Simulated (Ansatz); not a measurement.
Two members of one family ((RbCl)n off), computed with Ansatz in the gas phase; def2 core potentials for Rb, no spin–orbit coupling. The two geometries come from different levels. HOMO and LUMO are taken over both spins. Binding counts from free atoms in the multiplicity of their measured ground term, without zero-point energy. The structures are stationary points that may keep the symmetry of their start. Remarks come from the PBE and PBE0 runs and from stability tests at other levels; not every state was tested. HOMO above LUMO (over both spins in singlets and doublets, within one spin in higher multiplets; at PBE or PBE0), or a gap under 0.15 eV within one spin, warns that the state may not be the lowest or that an electron is smeared out.

First: Rb2Cl (doublet, charge 0, PBE-D4/def2-TZVP geometry).

```csv
atom,x (Å),y (Å),z (Å)
Rb1,2.049,1.064,0.294
Rb2,-2.133,0.157,-0.918
Cl3,0.084,-1.220,0.624
```

```tsv
level	HOMO (eV)	LUMO (eV)	gap (eV)	binding per atom (eV)
LDA (SPW92)/def2-TZVP	-2.41	-1.98	0.43	1.82
PBE-D4/def2-SVP	-2.29	-1.83	0.46	1.70
PBE-D4/def2-TZVP	-2.28	-1.73	0.56	1.68
r2SCAN-D4/def2-TZVP	-2.24	-1.48	0.75	1.71
PBE0-D4/def2-TZVP	-2.62	-1.23	1.39	1.67
```

Second: Rb3Cl4 (doublet, charge 0, PBE0-D4/def2-SVP geometry).

```xyz
7

Rb   -0.0045    0.9682    1.7964
Rb   -2.1629   -1.9458   -0.9249
Rb    1.2528    1.2961   -1.9291
Cl   -0.5713   -2.2317    1.7684
Cl    0.9648   -1.7264   -0.3332
Cl   -1.7285    1.0540   -0.9507
Cl    2.2496    2.5858    0.5732
```

Q: Estimate the same table for the second.

A: 
```tsv
level	HOMO (eV)	LUMO (eV)	gap (eV)	binding per atom (eV)
LDA (SPW92)/def2-TZVP	-5.29	-5.27	0.02	2.69
PBE-D4/def2-SVP	-4.88	-4.81	0.07	2.55
PBE-D4/def2-TZVP	-5.02	-4.98	0.04	2.45
r2SCAN-D4/def2-TZVP	-5.23	-4.89	0.34	2.50
PBE0-D4/def2-TZVP	-6.25	-4.11	2.14	2.42
```

Remarks: near-degenerate levels, gap within one spin near zero.
